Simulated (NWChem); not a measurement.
Species: SiN, doublet; SMILES N#[Si]

All runs: NWChem. Spin-unrestricted. Spin-contaminated determinants: UHF/def2-SVP (<S²> = 1.21). Medium grid unless said otherwise, to which SCAN and Minnesota functionals are sensitive. The geometry was optimised at PBE0/def2-SVP, spin-unrestricted. No stability test was run on the SCF state.

Q: Among these, which level gives the highest value of “<S²>”?
(A) UHF/def2-SVP
(B) MN15-L/def2-SVP
(C) PBE0/def2-SVP
(D) M06-L/def2-SVP

A: A, UHF/def2-SVP. Values: PBE0/def2-SVP 0.784; M06-L/def2-SVP 0.796; MN15-L/def2-SVP 0.797; UHF/def2-SVP 1.21
